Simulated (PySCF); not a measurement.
Excitation energies in several basis sets

Species: potassium chloride, KCl.
Atom-mapped SMILES: `[Cl:1][K:2]`

TDDFT with PBE0 (PySCF), vertical singlets, core orbitals frozen in the response, spherical d and f functions. Geometry: PBE0-D3(BJ)/def2-SVP; no solvent, vibrations or thermal averaging.

**Question.** Compare def2-SVP, 6-31G*, def2-SVPD, def2-TZVP and def2-TZVPD for this molecule.

**Answer.** 

```
     basis  functions  diffuse  S1 (eV)  S2 (eV)  S3 (eV)  S4 (eV)  S5 (eV)  LUMO (eV)  α (au)
  def2-SVP         42       no     3.33     3.33     3.64     5.12     5.12      -1.34    26.9
    6-31G*         50       no     3.79     3.79     4.08     5.21     5.21      -1.35    27.7
 def2-SVPD         54      yes     3.88     3.88     4.17     5.34     5.34      -1.34    34.4
 def2-TZVP         70       no     3.81     3.81     4.09     5.56     5.56      -1.30    29.8
def2-TZVPD         82      yes     3.90     3.90     4.16     5.32     5.33      -1.32    36.1
```

States are compared by their number. Against the largest diffuse basis here (def2-TZVPD, itself not a converged limit), sets without diffuse functions differ by up to 0.57 eV in S1 and 0.24 eV in S5; the smaller diffuse sets differ by up to 0.01 and 0.01 eV. State by state, the largest deviation of a set without diffuse functions is S1 0.57, S2 0.57, S3 0.52, S4 0.24, S5 0.24 eV. The same number needn't mean the same state in each row. Against def2-TZVPD the polarisability deviates by -26% in def2-SVP, -23% in 6-31G*, -5% in def2-SVPD, -18% in def2-TZVP.
